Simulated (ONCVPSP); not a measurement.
Scattering properties, ONCV potential for rhodium (Rh)

rhodium (Rh), optimised norm-conserving Vanderbilt (ONCV), made with ONCVPSP 4.0.1 (PBE, scalar-relativistic). Core [Ar] 3d10, reference 4s2 4p6 4d8 5s1. Waves: 4s+5s: rc 1.60 bohr, ncon 4, nbas 7, qcut 8.6 1/bohr, 2 projectors; 4p: rc 1.65 bohr, ncon 5, nbas 9, qcut 8.5 1/bohr, 3 projectors, debl 2.2 Ha; 4d: rc 1.85 bohr, ncon 4, nbas 9, qcut 7.4 1/bohr, 2 projectors, debl 1.2 Ha; f scattering state at 0.07 Ha: rc 1.90 bohr, ncon 3, nbas 6, qcut 6.5 1/bohr, 2 projectors, debl 2.4 Ha. Local part: polynomial inside 1.45 bohr (lpopt 5, dvloc0 0 Ha). Core correction: polynomial model core, fcfact 0.7.

The phase is arctan(r·R′/R) of the radial function R(r), unwrapped; energies in Ha, scanned from -5 to 5 Ha. A pole is an energy at which the radial function vanishes at the test radius. The pseudo phase is shifted by a multiple of π to meet the all-electron one at the reference energy, and phase errors are pseudo minus all-electron; the curves can meet again beyond the range given. Levels narrower than the energy grid can be missing from the lists of poles.

```tsv
channel	radius (bohr)	reference energy (Ha)	poles, all-electron	poles, pseudo	unbroken range about the reference energy with phases within 0.05 rad	phase error 1 Ha above the reference energy (rad)
s	1.62	-0.16	-2.60	-2.60	the whole range	+0.000
p	1.67	-1.85	-1.30	-1.30	the whole range	-0.000
d	1.87	-0.22	0.47	0.47	the whole range	-0.000
f	1.93	0.07	2.56	2.56	below 4.0	+0.001
```

Phases in the s channel:

| E (Ha) | all-electron | pseudo |
| --- | --- | --- |
| -4.96 | 1.193 | 1.193 |
| -4.48 | 1.097 | 1.097 |
| -4.00 | 0.852 | 0.852 |
| -3.52 | -0.242 | -0.242 |
| -3.04 | -1.331 | -1.331 |
| -2.56 | -1.582 | -1.582 |
| -2.08 | -1.694 | -1.694 |
| -1.60 | -1.773 | -1.773 |
| -1.12 | -1.846 | -1.846 |
| -0.64 | -1.931 | -1.931 |
| -0.16 | -2.045 | -2.045 |
| 0.32 | -2.226 | -2.226 |
| 0.80 | -2.551 | -2.550 |
| 1.28 | -3.118 | -3.116 |
| 1.76 | -3.729 | -3.727 |
| 2.24 | -4.100 | -4.098 |
| 2.72 | -4.300 | -4.297 |
| 3.20 | -4.417 | -4.415 |
| 3.68 | -4.494 | -4.492 |
| 4.16 | -4.548 | -4.546 |
| 4.64 | -4.590 | -4.587 |
